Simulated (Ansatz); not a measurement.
Geometry optimisation, RKS revPBE/def2-mTZVP in Ansatz.

Input:

```yaml
crystal:
  periodic: [false, false, false]
  atoms:
    - { symbol: Ga, position_ang: [-1.002365, -0.002701, 0.413444] }
    - { symbol: H, position_ang: [1.574389, 0.202185, 1.412214] }
    - { symbol: C, position_ang: [2.182292, 0.036835, 0.505373] }
    - { symbol: H, position_ang: [2.074796, -0.999146, 0.159322] }
    - { symbol: H, position_ang: [1.88328, 0.722086, -0.297865] }
    - { symbol: H, position_ang: [3.234721, 0.224216, 0.758783] }
    - { symbol: H, position_ang: [-0.737012, -0.183575, -1.274071] }
basis:
  gaussian: { orbitals: def2-mTZVP }
hamiltonian:
  xc: revpbe
relax:
  f_tol: 0.03
  max_steps: 50
```

Launched with:

```bash
$ ansatz run input.yaml --threads 1 --pin off --max-ram 2048MiB --backend cpu --events-out ev --progress --plain --runs-dir out
```

Question: Where does it end, and by what steps?

Answer: The forces met the threshold. The force dipped under the threshold on the way, but the program's further checks kept it going. After 9 steps the energy has fallen by 0.070 eV; Ga1 moved furthest, 0.98 Å.

```
step  energy less start (eV)  largest force component (eV/Å)  accepted
   0                  0.0000                           0.211       yes
   1                 -0.0377                           0.084       yes
   2                 -0.0547                           0.065       yes
   3                 -0.0636                           0.065       yes
   4                 -0.0677                           0.051       yes
   5                 -0.0694                           0.036       yes
   6                 -0.0699                           0.017       yes
   7                 -0.0700                           0.005       yes
   8                 -0.0702                           0.012       yes
   9                 -0.0704                           0.018       yes
```

```xyz
7
Properties=species:S:1:pos:R:3
Ga -1.937 -0.079 0.137
H 1.980 0.232 1.548
C 2.517 0.044 0.609
H 2.404 -1.011 0.324
H 2.113 0.684 -0.188
H 3.583 0.270 0.752
H -1.449 -0.140 -1.504
```

Whether the end is a true minimum wasn't checked by a vibrational analysis.

Run time: 20 s on 1 thread of Intel(R) Xeon(R) Platinum 8175M CPU @ 2.50GHz (Skylake/Cascade Lake), with other jobs on the host, peak memory 0.13 GiB.
